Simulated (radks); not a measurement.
The numbers below are computed, except where a source is named.
Neutral rubidium, [Kr] 5s1. Level of theory: non-relativistic Kohn-Sham, exchange-only PBE, spin-polarised, spherical densities, point nucleus (a radial shooting solver on a logarithmic mesh with Libxc functionals). Every spin shell is full or empty, so the densities are truly spherical. Functionals are evaluated on that one density, not self-consistently. Rank these exchange functionals by their error against the exact value of the orbitals, and give that value: LDA, PBE, PBEsol, RPBE, PW86, OPTX, SOGGA, G96, APBE, revTPSS, SCAN, r2SCAN, TASK.

Answer. Exact: -97.7680 hartree. From best to worst, with 100 (|E| - |E exact|)/|E exact| (equal figures are ties): PW86 +0.02, r2SCAN -0.02, RPBE -0.16, SCAN +0.25, G96 +0.33, PBE -0.41, APBE +0.42, revTPSS -0.82, OPTX +0.90, TASK -2.42, PBEsol -2.50, SOGGA -2.52, LDA -5.47.
